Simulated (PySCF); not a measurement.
Te(Me)(OSiH3) (CH6OSiTe), SMILES O([Te]C)[SiH3]. The structure is a stationary point at PBE-D3(BJ)/def2-SVP. This is a generated structure with no PubChem entry under its InChIKey; it may be hypothetical. The def2 effective core potentials stand for the cores of Te; spin–orbit coupling is left out. One conformer was computed; it need not be the lowest.

Computed equilibrium geometry at PBE-D3(BJ)/def2-SVP (PySCF confirms it by a frequency run) as a Z-matrix (one conformer of several):
```
O
Si 1 1.6909
H 2 1.5032 1 105.61
H 2 1.5070 3 109.53 1 -121.21
H 2 1.5094 3 109.28 4 -118.40
Te 1 2.0402 2 117.44 3 177.31
C 6 2.1656 1 94.48 2 -89.04
H 7 1.1047 6 110.10 1 67.15
H 7 1.1050 8 111.27 6 120.30
H 7 1.1081 8 110.03 9 121.97
```
Charge 0, spin multiplicity 1.
